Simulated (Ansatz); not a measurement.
C5H11NO can be A, `CCC(=O)N(C)C`, or B, `CC(C)(C)C(N)=O`.

Program: Ansatz. Geometries: PBE0-D4/def2-TZVP. ΔE: electronic, gas phase. CCSD(T)/CBS is the MP2 limit (def2-TZVPP, def2-QZVPP) plus CCSD(T) − MP2 in def2-TZVPP, frozen cores. DFT in def2-TZVPP. Each species was taken in one conformer, which may not be the lowest.

Problem. Which isomer does CCSD(T)/CBS put lower? Give the gap. (An estimate is asked.)

Solution. The calculation gave: B, by 15.0 kcal/mol.

Problem. Give E(B) − E(A) in kcal/mol with BLYP-D4, CCSD(T)/def2-TZVPP, PBE-D4, ωB97M-V, B2PLYP, LDA (SPW92), PBE0-D4. (Best estimate.)

Solution. Ansatz gave: BLYP-D4 -11.4, CCSD(T)/def2-TZVPP -14.8, PBE-D4 -12.0, ωB97M-V -14.8, B2PLYP -12.8, LDA (SPW92) -12.2, PBE0-D4 -13.1. None reverses the order clearly.

Largest T1 diagnostic: 0.013.

In def2-TZVPP, CCSD(T) changes the Hartree–Fock value by −2.0 kcal/mol (the triples alone add −0.0 kcal/mol) and MP2 by −3.2 kcal/mol. Leaving LDA and LC-ωPBE aside and taking each functional with its dispersion term where it has one, the values spread over 3.4 kcal/mol, from ωB97M-V to BLYP-D4. LDA lies −0.8 kcal/mol from PBE without D4.
